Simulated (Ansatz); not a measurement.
Total energies of H5NOSSi2.

```xyz
10

S    -0.352    2.671    0.315
Si    0.404    0.728    0.678
N    -0.700   -0.593    0.560
Si    0.257   -1.275   -0.709
O     1.286    0.034   -0.559
H    -1.039    2.302   -0.781
H     1.175    0.881    1.931
H    -1.564   -0.822    1.013
H    -0.389   -1.361   -2.043
H     0.924   -2.565   -0.407
```

Total charge 0; spin multiplicity 1. Geometry: relaxed with PBE0-D4/def2-TZVP. It is one conformer, not always the lowest. Basis def2-TZVPP, the Gaussian-basis code of Ansatz.

RPA on PBE orbitals: Hartree–Fock energy of these orbitals -1107.81572 Eh, correlation -1.40661 Eh (frozen core).

```
functional  energy without D4 (Eh)  D4 term (kJ/mol)
       PBE             -1109.78852             -28.8
    revPBE             -1110.16428             -80.3
      BLYP             -1110.36570             -62.7
    r2SCAN             -1110.27035              -6.8
    B97M-V             -1110.13498                 –
      PBE0             -1109.88520             -24.5
     B3LYP             -1110.47028             -47.0
   r2SCANh             -1110.25823              -7.3
   r2SCAN0             -1110.24129              -8.2
     BHLYP             -1110.34737             -38.3
 CAM-B3LYP             -1110.39052             -25.2
   LC-ωPBE             -1110.03900                 –
   ωB97M-V             -1110.31286                 –
    B2PLYP             -1109.95785                 –
```

(1) Give the same for LDA (SPW92), HSE06 (plane-wave form), ωB97X-V, PBE-QIDH. (Estimate.)

B3LYP takes the VWN-RPA correlation (the form of Gaussian; ORCA's B3LYP/G). HSE06 is the plane-wave form, built on full-range PBE exchange. The double hybrids freeze the cores in their second-order part.

Results:

(1) The calculation gave: 
```
             functional  energy without D4 (Eh)  D4 term (kJ/mol)
            LDA (SPW92)             -1105.72569                 –
HSE06 (plane-wave form)             -1109.85869             -23.0
                ωB97X-V             -1110.22078                 –
               PBE-QIDH             -1109.61947                 –
```

LC-ωPBE has ω = 0.4 bohr⁻¹.
